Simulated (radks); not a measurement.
Question: Au72+, configuration [He] 2s2 2p3 (the NIST ground configuration). Method: scalar-relativistic Kohn-Sham, r2SCAN, spin-polarised, spherical densities, finite nucleus; open shells are filled with parallel spins first (spin-orbit coupling, left out, can overturn this in heavy ions); meta-GGA in the generalised Kohn-Sham scheme; Fermi nuclear charge, rms radius 5.4371 fm; computed with a radial shooting solver on a logarithmic mesh with Libxc functionals. Some entries of the table are withheld. Estimate them.

orbital,occ.,eigenvalue (hartree),<1/r> (bohr^-1)
1s up,1,-3264.778,95.84
1s down,1,-3261.685,95.92
2s up,1,-787.8159,23.20
2s down,1,-783.0359,23.10
2p up,3,-721.0372,(1)
2p down,0,-715.2549,(2)

Answer: 
(1) 2p up <1/r> (bohr^-1): 20.61
(2) 2p down <1/r> (bohr^-1): 20.55
